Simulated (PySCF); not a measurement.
C4H8FO2Si (doublet state).
Numbering: `[CH3:1][O:2][Si@@H:3]([F:4])/[CH:5]=[C:6]\[CH2:7][OH:8]` (hydrogens: H9, H10, H11 on C1; H12 on Si3; H13 on C5; H14, H15 on C7; H16 on O8)

Cartesian coordinates in Å at the GFN2-xTB level; atoms count from 1:
```xyz
16
C4H8FO2Si angstrom
C      2.1636    0.3328    1.0192
O      1.0042    0.0744    0.2667
Si     0.8532   -0.1558   -1.3302
F      1.9201   -1.2836   -1.7805
C     -0.8832   -0.8786   -1.5773
C     -1.9522   -0.6810   -0.8738
C     -2.4433    0.0677    0.2790
O     -1.6285    1.1591    0.6685
H      2.9529   -0.3767    0.7689
H      1.9029    0.2309    2.0725
H      2.5197    1.3464    0.8276
H      1.2233    0.9982   -2.1298
H     -0.9234   -1.5319   -2.4415
H     -3.4234    0.5006    0.0488
H     -2.5749   -0.6346    1.1192
H     -0.7185    0.8410    0.7456
```

The hyperfine couplings belong to this conformer and change with its torsions.

Level of theory: UKS B3LYP, pcH-1 on C F H O Si, non-relativistic, mean-field spin-orbit, GIAO (PySCF 2.14.0). The structure is a single GFN2-xTB conformer in the gas phase; no vibrational or solvent corrections. Couplings are sensitive to structure, and on GFN2-xTB geometries they can be far from those on DFT ones. No stability test was run, so a lower SCF solution isn't excluded.

Match the computed a_iso(13C) values +245.1, +44.5, -24.9, +2.0 MHz with the sites C1; C5; C6; C7.

| site | a_iso (MHz) | ρ(0) (bohr⁻³) | position | distance from C6 (Å) | spin population | largest \|T\| (MHz) |
| --- | --- | --- | --- | --- | --- | --- |
| C1 | +2.0 | +0.0018 | 4 bonds from C6 | 4.64 | 0.00 | 0.6 |
| C5 | -24.9 | -0.0221 | 1 bond from C6 | 1.29 | -0.14 | 16.6 |
| C6 | +245.1 | +0.2181 | largest spin population | 0.00 | +0.93 | 137.8 |
| C7 | +44.5 | +0.0396 | 1 bond from C6 | 1.46 | -0.02 | 7.8 |

Match the computed a_iso(17O) values -13.5, -1.8 MHz with the sites O2; O8.

```csv
site,a_iso (MHz),ρ(0) (bohr⁻³),position,distance from C6 (Å),spin population,largest |T| (MHz)
O2,-1.8,+0.0029,3 bonds from C6,3.26,0.00,0.8
O8,-13.5,+0.0222,2 bonds from C6,2.42,+0.06,27.3
```

Match the computed a_iso(1H) values +153.0, +30.9, +22.7, -5.9, +4.1, 0.0 MHz (means over equivalent nuclei) with the sites H9/H10/H11; H12; H13; H14; H15; H16.

```
      site  a_iso (MHz)  ρ(0) (bohr⁻³)                                         position  distance from C6 (Å)  bound to  spin population there  largest |T| (MHz)
H9/H10/H11          0.0         0.0000                                  5 bonds from C6                  5.11        C1                   0.00                1.1
       H12        +22.7        +0.0051                                  3 bonds from C6                  3.81       Si3                  +0.09                2.7
       H13       +153.0        +0.0342  2 bonds from C6, on C5 of spin population -0.14                  2.06        C5                  -0.14               12.0
       H14        +30.9        +0.0069                                  2 bonds from C6                  2.10        C7                  -0.02               11.9
       H15         +4.1        +0.0009                                  2 bonds from C6                  2.09        C7                  -0.02               11.0
       H16         -5.9        -0.0013                                  3 bonds from C6                  2.54        O8                  +0.06                9.1
```

ρ(0) is the spin density at the nucleus and T the dipolar tensor; a_iso includes a spin–orbit part; entries for several nuclei are means. Largest spin populations (Mulliken): C6 (+0.93), C5 (-0.14), Si3 (+0.09) and O8 (+0.06). C6 is the only atom above +0.15. The positive populations add up to 1.17 and the negative ones to -0.17, together 2S = 1.

Nuclei that the bonding pattern makes equivalent are averaged, as if the motion that swaps them (rotation, inversion, ring flip) were fast.

Time: 1.9 min wall (with the writing of density and orbital grids); peak memory 0.98 GiB. Hardware: one thread, Arm Neoverse V2 (aarch64), no GPU, shared host with 96 logical CPUs at a one-minute load of 52.
